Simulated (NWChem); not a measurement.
Species: CH4BeSe; SMILES [CH3][Be][SeH]

```xyz
7

Be     0.0086    -1.1513     0.0004
C      0.0176    -2.8253     0.0007
H     -0.6949    -3.2462    -0.7307
H     -0.2426    -3.2485     0.9867
H      1.0128    -3.2256    -0.2652
Se     0.0360     0.8929     0.0001
H     -1.4379     0.9174     0.0001
```
Atoms are numbered in this order, from 1.

Program: NWChem. Structure relaxed at the PBE0/def2-SVP level. B3LYP is NWChem's, with the RPA form of VWN correlation.

For level PBE/def2-TZVP:

| Quantity | Result |
|---|---|
| highest occupied level (eV) | -6.05 |
| orbital gap (eV) | 4.67 |

### Question
What are these values for level B3LYP/def2-TZVP?

### Answer
highest occupied level (eV): -6.91
orbital gap (eV): 6.12
